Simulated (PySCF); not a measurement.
Isomers of C7H12Si, one conformer each; single-point electronic energies without zero-point terms and without any empirical dispersion term.

Level: PBE0/pcSseg-1 in PySCF, non-relativistic, each on one gas-phase PBE0-D3(BJ)/def2-SVP geometry that isn't relaxed in the solvent. The solvent is an IEF-PCM continuum (Bondi radii, 1.10 Å for H, scaled by 1.2). Only the electrostatic response of the medium enters.

```json
{"isomer": "`CC(C)C1=C[SiH2]C=C1`", "relative energy, gas (kcal/mol)": "0.0", "dipole (D)": "1.07"}
{"isomer": "`CCCC1=C[SiH2]C=C1`", "relative energy, gas (kcal/mol)": "0.1", "dipole (D)": "1.09"}
```

Task: How do the relative energies look in acetone (ε = 20.49)?

Result: 
| isomer | relative energy, solvent (kcal/mol) | E(solvent) − E(gas) (kcal/mol) | dipole in solvent (D) |
| --- | --- | --- | --- |
| `CC(C)C1=C[SiH2]C=C1` | 0.0 | -2.0 | 1.43 |
| `CCCC1=C[SiH2]C=C1` | 0.1 | -2.0 | 1.42 |

The order is unchanged. Conformers: `[CH3:1][CH:2]([CH3:3])[C:4]1=[CH:5][SiH2:6][CH:7]=[CH:8]1` with C1–C2–C4–C5 118°; `[CH3:1][CH2:2][CH2:3][C:4]1=[CH:5][SiH2:6][CH:7]=[CH:8]1` with C1–C2–C3–C4 179°, C2–C3–C4–C5 107°. The gains span 0.0 kcal/mol, the gas-phase energies 0.1 kcal/mol.
